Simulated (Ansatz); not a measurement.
Worked example: CHI3 + HI → CI4 + H2

Species: CHI3 (iodoform) `IC(I)I`, singlet; HI (hydrogen iodide), singlet; CI4 `IC(I)(I)I`, singlet; H2 (hydrogen), singlet. The partners trade H for I: C–H and H–I bonds give way to C–I and H–H.

Shapes, held fixed at every level: PBE0-D4/def2-TZVP. Programs: Ansatz 0.2.0. The zero-point and thermal change to 298 K, harmonic and unscaled (PBE0-D4/def2-TZVP), is -11.7 kJ/mol.

At CCSD(T)/def2-TZVPP; 1 Eh = 2625.50 kJ/mol:

```
species   energy (Eh)
   CHI3   -930.038845
     HI   -297.737430
    CI4  -1226.563335
     H2     -1.172332
```

Problem. Work out ΔH(298 K) of the reaction at this level.

Solution. 
1. Products less reactants: (-1226.563335) + (-1.172332) − [(-930.038845) + (-297.737430)] = 0.040608 Eh = +106.6 kJ/mol.
2. With the thermal change: +106.6 + (-11.7) = +94.9 kJ/mol.

Other levels give +83.5 (PBE-D4/def2-TZVPP) to +149.3 kJ/mol (HF/def2-TZVPP). No measured value is set beside it here. For atoms past krypton def2 sets carry core potentials with scalar relativity. Outer-core shells of I are correlated, in sets that cover them unevenly.
